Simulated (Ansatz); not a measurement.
Re4, relaxed as a singlet with RKS PBE-D4/def2-SVP in Ansatz, starting from the GFN2-xTB geometry. Force threshold 0.02 eV/Å.

In the def2 sets Re takes a core potential; there is no spin–orbit coupling. The restricted singlet is unstable towards broken spin symmetry in Hartree–Fock (as tested in another run); at PBE-D4/def2-SVP this wasn't settled. Another isomer (triplet) lies 0.86 eV lower at PBE0-D4/def2-TZVP; other spin states weren't run for this one.

Start:

```xyz
4

Re    1.236    2.297    0.390
Re   -0.133   -0.407   -1.214
Re    0.131    0.394    1.180
Re   -1.234   -2.284   -0.356
```

(1) Estimate the energy that the relaxation releases and the steps that it takes.

(2) Does the start keep its bonding and symmetry?

(3) Predict the relaxed structure.

## Answers

(1) 358.6 kJ/mol, in 16 steps; 86 s on 2 threads of Intel Xeon Platinum 8375C on a shared host. No frequencies were taken in this run, so the end may be a saddle point.

(2) Bonds formed: Re1–Re4 (atoms count from 1). Point group C2h at the start, C2v at the end, both within 0.05 Å; within 0.015 Å the end is C2.

(3) 
| atom | x (Å) | y (Å) | z (Å) |
| --- | --- | --- | --- |
| Re1 | 0.4740 | 1.6405 | 0.0189 |
| Re2 | 0.4292 | -0.1820 | -1.3365 |
| Re3 | 0.2259 | -0.1792 | 1.3858 |
| Re4 | -1.1291 | -1.2794 | -0.0681 |
Bond lengths (bridged metal pairs left out): 6 × Re–Re 2.27 to 3.33 Å.
